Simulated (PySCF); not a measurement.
# Relaxation of singlet HfOBr₂

All numbers come from PBE0/[Hf def2-SVP with ECP60, O def2-SVP, Br def2-SVP], scalar-relativistic core potentials, density fitting, no spin–orbit coupling, PySCF. A (50,194) grid was used.

A hand-made trigonal planar start, of C2v symmetry, held to at least that symmetry:

```xyz
4
charge 0 multiplicity 1, angstrom
Hf   -0.2549   -0.4414    0.0000
O    -1.1798   -2.0436    0.0000
Br    2.4051   -0.4414    0.0000
Br   -1.5849    1.8622    0.0000
```

Optimiser trace:
| step | E − E(last) (kJ/mol) | largest gradient (Eh/bohr) |
| --- | --- | --- |
| 0 | 45.52 | 0.07170 |
| 1 | 7.01 | 0.01972 |
| 2 | 1.88 | 0.01026 |
| 3 | 0.79 | 0.00199 |
| 4 | 0.29 | 0.00221 |
| 5 | 0.00 | 0.00092 |
| 6 | 0.00 | 0.00011 |

It ends at C2v with Hf–Br 2.533 Å (×2), Hf–O 1.744 Å; Br–Hf–Br 130.3°, Br–Hf–O 114.9° (×2) (after a last refinement on a finer grid). No frequency check is given, so it may be a saddle point.

Stability towards spin polarisation was not tested. With an element this heavy the missing spin–orbit coupling can shift these numbers.
